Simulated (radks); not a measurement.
Results of a calculation; reference values are marked as such.
Radial electron density D(r) = 4 pi r^2 rho(r) of an atom or ion with 43 electrons. Code: a radial shooting solver on a logarithmic mesh with Libxc functionals. Model: scalar-relativistic Kohn-Sham, LDA (Slater exchange, Perdew-Wang correlation), spin-unpolarised, spherical densities, point nucleus.

| r (bohr) | D(r) (e/bohr) |
|---|---|
| 0.003821 | 12.62 |
| 0.004976 | 18.51 |
| 0.006428 | 26.02 |
| 0.00837 | 35.43 |
| 0.01081 | 45.37 |
| 0.01408 | 54.69 |
| 0.01819 | 60.50 |
| 0.02368 | 61.18 |
| 0.03059 | 57.26 |
| 0.03983 | 53.23 |
| 0.05145 | 55.85 |
| 0.067 | 67.08 |
| 0.08654 | 77.34 |
| 0.1127 | 74.14 |
| 0.1456 | 59.67 |
| 0.1895 | 52.96 |
| 0.2448 | 60.71 |
| 0.3163 | 60.54 |
| 0.4118 | 39.50 |
| 0.532 | 20.68 |
| 0.6927 | 18.47 |
| 0.8948 | 19.08 |
| 1.165 | 12.46 |
| 1.505 | 5.061 |
| 1.96 | 1.212 |
| 2.532 | 0.1720 |
| 3.297 | 0.01050 |

What is the nuclear charge?

Answer. Z = 48. The innermost maximum, from 1s, lies near gamma/Z bohr with gamma = sqrt(1 - (Z/c)^2) = 0.937, here 0.0195 bohr (found: 0.0213), and its height grows with Z. The density is that of the cadmium ion Cd5+ in [Kr] 4d7; the configuration itself is not fixed sharply by these data, and Z only to a few units. D(r) has 4 maxima, at r = 0.0213, 0.0945, 0.281, 0.819 bohr, and minima at 0.0421, 0.182, 0.624 bohr, inside which lie 2.01, 11.12, 29.07 electrons.
